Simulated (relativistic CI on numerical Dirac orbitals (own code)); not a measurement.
## Rh⁺: resonant inelastic scattering at the L2,3 edge

Computed with this model: Dirac-Coulomb-Breit CI, KLI orbitals optimised for each configuration, model QED (radiative potential, 1s self-energy scaled to tabulated hydrogen-like ionisation energies), Kramers-Heisenberg scattering through one core-hole configuration in a parametric crystal field, unscaled Slater integrals; configurations [Kr] 4d8 → [He] 2s2 2p5 3s2 3p6 3d10 4s2 4p6 4d9; 300 K; core-hole width 1.6 eV; summed over polarisations. Incident energies are the highest absorption maxima for each field (at most a few, so the weaker spin-orbit partner edge can be absent), on the computed scale of the free ion. Intensities are in per cent of the strongest line above 0.02 eV; levels within 1 cm⁻¹ are merged; final levels count from the ground level, the first row holds all elastic scattering, lines under 0.4 are left out and each table stops after 24 rows. The scale of the Slater integrals is a model choice and moves the terms in proportion.

Field parameters in Wybourne normalisation: D3d B²₀ = −7Dσ, B⁴₀ = −14Dq − 21Dτ, B⁴₃ = −14√(10/7) Dq. The field is a parameter set, without covalency.

S is read from ⟨S²⟩ = S(S + 1).

D3d, 10Dq = 17400, Dσ = -1200, Dτ = -330 cm⁻¹:

```
Final level (eV)  Degeneracy  Irrep     S  3004.9 eV  3147.8 eV
           0.000           1     A1  1.00      424.9       61.2
           0.002           2      E  1.00       29.4        6.2
           1.538           2      E  0.35       76.3       14.7
           1.797           2      E  1.00      100.0       28.1
           1.806           1     A2  1.00       40.4        8.2
           1.820           1     A1  1.00       61.9       17.4
           1.843           2      E  0.85       48.1       35.1
           2.262           2      E  0.99       97.7       28.3
           2.269           1     A2  1.00       43.8        9.7
           2.722           1     A1  0.50       18.2        5.4
           2.977           2      E  0.99       26.3       20.1
           2.986           1     A2  1.00        5.6       14.4
           3.002           2      E  0.99       66.2       11.4
           3.063           1     A1  0.76       11.6       36.8
           3.187           2      E  0.96       47.4       21.8
           3.189           1     A1  0.97       24.8       13.0
           3.304           2      E  0.14       15.7       20.7
           3.816           1     A1  0.12        8.2        7.6
           4.119           2      E  0.14       18.1       29.7
           4.292           1     A2  0.50        4.1       12.3
           4.383           2      E  1.00       11.1        5.2
           4.392           1     A1  0.96        2.6        3.7
           4.423           1     A2  0.73        6.3        7.6
           4.426           2      E  0.93       13.4        4.6
```

D3d, 10Dq = 17400, Dσ = -860, Dτ = -330 cm⁻¹:

| Final level (eV) | Degeneracy | Irrep | S | 3004.9 eV | 3147.8 eV |
| --- | --- | --- | --- | --- | --- |
| 0.000 | 1 | A1 | 1.00 | 419.8 | 60.8 |
| 0.001 | 2 | E | 1.00 | 27.4 | 5.9 |
| 1.547 | 2 | E | 0.31 | 72.1 | 16.2 |
| 1.836 | 2 | E | 1.00 | 97.3 | 27.0 |
| 1.844 | 1 | A2 | 1.00 | 41.1 | 8.0 |
| 1.861 | 1 | A1 | 1.00 | 61.4 | 17.2 |
| 1.874 | 2 | E | 0.88 | 52.1 | 32.2 |
| 2.218 | 2 | E | 0.99 | 100.0 | 29.9 |
| 2.223 | 1 | A2 | 1.00 | 43.4 | 9.6 |
| 2.714 | 1 | A1 | 0.54 | 17.0 | 4.1 |
| 2.952 | 2 | E | 0.99 | 26.7 | 20.0 |
| 2.952 | 1 | A2 | 1.00 | 5.4 | 13.6 |
| 2.977 | 2 | E | 0.99 | 61.5 | 13.1 |
| 3.045 | 1 | A1 | 0.74 | 13.2 | 35.7 |
| 3.185 | 2 | E | 0.98 | 46.4 | 21.5 |
| 3.190 | 1 | A1 | 0.96 | 23.7 | 14.4 |
| 3.363 | 2 | E | 0.10 | 15.5 | 19.4 |
| 3.763 | 1 | A1 | 0.10 | 8.2 | 7.6 |
| 4.106 | 2 | E | 0.09 | 17.1 | 30.3 |
| 4.269 | 1 | A2 | 0.22 | 6.6 | 15.2 |
| 4.437 | 2 | E | 1.00 | 10.3 | 4.9 |
| 4.443 | 1 | A1 | 0.97 | 2.3 | 3.3 |
| 4.455 | 1 | A2 | 0.91 | 3.7 | 4.5 |
| 4.469 | 2 | E | 0.96 | 12.8 | 3.9 |

For the first field the strongest loss at the lowest incident energy is the level at 1.80 eV (S = 1.00, against 1.00 in the thermal ground state). Levels of other spin, the first over 8 % at 1.54 eV, appear because spin-orbit coupling of the core hole, and in heavier ions of the valence shell too, mixes spins.
